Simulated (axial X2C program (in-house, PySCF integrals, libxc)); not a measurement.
# RuB⁺: from the spin-free to the two-component result

Calculated with an in-house all-electron X2C program for linear molecules (integrals from PySCF). Spin-free means the one-electron spin-free X2C Hamiltonian; two-component (2c) means X2C with spin–orbit coupling and atomic mean-field two-electron Coulomb and Gaunt terms, so the difference of the two also holds small scalar two-electron terms. Basis: Ru dyall-cv3z [12s12p8d5f3g], B dyall-v3z [7s6p2d1f] (cores contracted in-house); Gaussian nuclei, density fitting, unrestricted open shells. Masses: Ru 101.904 u, B 11.009 u.

Spin-free state: M_S = 1, Λ = 0 (beyond evenly filled blocks: δ+α, δ-α); fragments Ru+ + B.

```
level  Re (Å)  ωe (cm⁻¹)  De (eV)  μ (D)
 PBE0   1.747      829.8    4.518  -0.71
TPSSh   1.763      811.4    4.527  -0.77
```

Dipoles are positive if B is the positive end and refer to the centre of mass.

Two-component determinant lowest at the distance of the search:

Ω = 1 (⟨Sz⟩ = 1.00, ⟨Lz⟩ = 0.00 at PBE0); fragments Ru+ + B.

```tsv
level	Re (Å)	ωe (cm⁻¹)	μ (D)
PBE0	1.746	828.8	-0.71
TPSSh	1.762	810.5	-0.77
```

Question: From the two tables, how do the constants change at the PBE0 level (2c against spin-free)?

Answer: At the PBE0 level Re is unchanged within 0.001 Å and ωe goes down by 1.0 cm⁻¹.

The state is one determinant whose occupation by symmetry is held fixed; it was picked as the lowest of a PBE0 search that is not exhaustive. De is counted from the lowest determinant-based energies of the atoms at the same level, without counterpoise correction. De is not given where an atomic determinant may have missed its ground term or J level, or where the truncated virtual space spoils (T). Density functionals use the spin component along the axis (collinear). Without a current term, density functionals place determinants with orbital angular momentum somewhat too high. With several unpaired electrons one determinant need not be a pure state. Open-shell Ω = 0 determinants with evenly filled partner blocks cannot be reached by this program, so the Ω shown need not be the lowest component. The determinant is spin-polarised beyond a pure state at some levels (its spin-free form has ⟨S²⟩ too high), which makes Re and μ there less reliable.
